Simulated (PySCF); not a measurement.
**Substituent chemical shifts**

Parent skeleton `[F:1][Si:2]1([PH2:3])[CH2:4][CH2:5][CH2:6][CH2:7]1`; one hydrogen on atom 4 is replaced by X. Hydrogens on one atom are averaged.

Computational details: GFN2-xTB structure, shieldings: GIAO PBE0/pcSseg-1, in PySCF 2.14 (no relativistic terms, gas phase, averaged over atoms made equivalent by symmetry, fast rotation or ring inversion, a single conformation).

References, each an isolated molecule treated in the same way: ¹⁹F (σref 170.95) against CFCl3; ²⁹Si (σref 349.16), ¹³C (σref 186.93), ¹H (σref 31.72) vs TMS; H3PO4 for ³¹P (σref 318.38).

Parent (X = H): F1 -182.4, Si2 71.6, P3 -296.6, C4 21.3, C5 29.9, C6 29.9, C7 21.3, H(P3) 1.15, H(C4) 0.86 ppm. Effects are Δδ = δ(X) − δ(H), positive for deshielding.

Problem. Order these by the shift of P3, most shielded first.
A. X = propynyl
B. X = CH2F
C. X = CH2SiH3
D. X = C2H5
E. X = CH3

Solution. D (-4.6 ppm), E (-1.0 ppm), C (+3.8 ppm), A (+6.0 ppm), B (+7.8 ppm).

Problem. Order these by the shift of H(P3), most shielded first.
A. X = C2H5
B. X = CHF2
C. X = ethynyl
D. X = F

Solution. A (-0.02 ppm), B (+0.10 ppm), D (+0.27 ppm), C (+0.41 ppm).

Problem. Order these by the shift of Si2, most shielded first.
A. X = ethynyl
B. X = propynyl
C. X = CHF2
D. X = F

Solution. A (-12.2 ppm), D (-6.1 ppm), C (-1.6 ppm), B (+0.5 ppm).

Unscaled 19F shifts against computed CFCl3 carry errors that often reach 10 to 50 ppm. Experimental scales use liquid or dissolved standards, which lie at an offset from isolated H3PO4.
